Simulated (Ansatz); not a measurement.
`NB(O[SiH3])O[SiH3]` → B• + 8 H• + N• + 2 O• + 2 Si•  (atomization)

Gas-phase electronic energies from Ansatz, PBE0-D4/def2-TZVP geometries. CBS: MP2 limit from def2 TZ/QZ plus the TZ coupled-cluster correction, frozen cores. This one scheme is used for every species, atoms too. For atomizations the MP2-based limit and the directly extrapolated one differ by several kJ/mol either way, and by 10 to 25 for some Ge, Se and Sn compounds, so smaller differences from it don't rank the levels. Functionals use def2-TZVPP. No spin–orbit coupling; open shells (•) take unrestricted orbitals. Spin–orbit coupling would lower the free atoms: a little for B, O, Si. One conformer a species, not always the lowest.

```csv
level,ΔE (eV)
B97M-V,54.57
BLYP,53.61
```

Task: What does CCSD(T)/CBS give? (Estimate.)

Result: Computed: +54.51 eV. The listed levels differ from it by 0.06, -0.90 eV.

Largest T1 diagnostic among the species: 0.014.

Leaving LDA and LC-ωPBE aside and taking each functional with its dispersion term where it has one, the values, not all of them listed here, spread over 1.64 eV, from BHLYP-D4 to CAM-B3LYP-D4. LDA lies +7.04 eV from PBE without D4, its usual overbinding. In def2-TZVPP, CCSD(T) changes the Hartree–Fock value by +12.46 eV (the triples alone add +0.64 eV) and MP2 by +13.29 eV; breaking electron pairs costs correlation energy, which Hartree–Fock lacks. From PBE to PBE0 (25 % exact exchange), in def2-TZVPP and without D4, ΔE moves by −0.69 eV: exact exchange takes away binding that semilocal exchange gives to molecules.
